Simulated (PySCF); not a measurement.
PySCF input file for CH9NO2Si2, SMILES O[SiH](O)CN[SiH3], B3LYP/pcSseg-1. Coordinates come from a B3LYP-D3(BJ)/def2-SVP optimisation. The structure was generated by enumeration, and PubChem lists no compound with its InChIKey, so it may never have been made. One conformer was computed; it need not be the lowest.

```python
import numpy as np
from pyscf import gto, scf, dft
from pyscf.prop.nmr import rks as nmr

mol = gto.M(
    atom='''
    O    -1.48150859   -0.78967426    1.20082512
    Si   -1.61359423    0.23283051   -0.10456389
    O    -1.95289921    1.81215039    0.30615996
    C     0.11457740    0.28189653   -0.88784576
    N     0.97551344   -0.74677632   -0.28048841
    Si    2.69547533   -0.51131235   -0.08737986
    H    -0.54028977   -0.93620757    1.39692028
    H    -2.70236559   -0.29652659   -0.96899445
    H    -2.82932103    1.99742178    0.66366393
    H     0.52120713    1.27716602   -0.63604343
    H     0.09174359    0.23694573   -1.99442514
    H     0.68379898   -1.69273216   -0.51738800
    H     2.90584051    0.71578402    0.73213236
    H     3.45507623   -0.33227273   -1.36757105
    H     3.22717848   -1.71458671    0.61353060
    ''',
    basis='pcSseg-1',
    charge=0,
    spin=0,
    max_memory=1600,
    verbose=3,
)
mf = dft.RKS(mol, xc='b3lyp').density_fit(auxbasis='def2-universal-jkfit')
mf.grids.level = 3
mf.conv_tol = 1e-10
mf.max_cycle = 100
mf.kernel()
n = nmr.NMR(mf)
n.verbose = 2
n.max_cycle_cphf = 60
sigma = n.kernel()
print('atom   isotropic/ppm   span/ppm')
for i, s in enumerate(sigma):
    w = np.linalg.eigvalsh((s + s.T) / 2)
    print(f'{mol.atom_symbol(i):2s}{i + 1:3d} {w.mean():14.3f} {w[2] - w[0]:11.3f}')
```

Output:

```
converged SCF energy = -827.813636666552
atom   isotropic/ppm   span/ppm
O   1        267.939     100.921
Si  2        360.200      56.661
O   3        260.717      68.340
C   4        144.753      54.376
N   5        248.517      70.972
Si  6        388.986     125.452
H   7         27.410      21.573
H   8         26.603       9.370
H   9         29.225      19.750
H  10         29.338       8.881
H  11         28.911      11.046
H  12         32.316      18.688
H  13         27.029       8.261
H  14         26.790       9.106
H  15         26.900       8.588
```

Self-consistency was reached.
